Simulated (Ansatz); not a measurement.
ClIn, triplet, geometry from GFN2-xTB (such geometries of metal compounds can be far from the true shape) (the spin is typed, not shown lowest) (core potentials on In).

Here is a job for Ansatz (a first-principles code).
Ansatz 0.2 input:
```yaml
crystal:
  periodic: [false, false, false]
  atoms:
    - {symbol: In, position_ang: [-0.00000000, -0.00000000, -0.63631162]}
    - {symbol: Cl, position_ang: [0.00000000, 0.00000000, 1.83407468]}
basis:
  gaussian:
    orbitals: def2-SVP
hamiltonian:
  xc: pbe
magnetization: {spin_polarized: true, initial_magnetization: 2}
```

**Question.** Give the total energy at the level PBE/def2-SVP (Ansatz).

**Answer.** -649.9497 Eh

**Question.** What is the computed <S^2> (PBE/def2-SVP)?

**Answer.** 2.002

**Question.** What is the computed number of basis functions (PBE/def2-SVP)?

**Answer.** 44
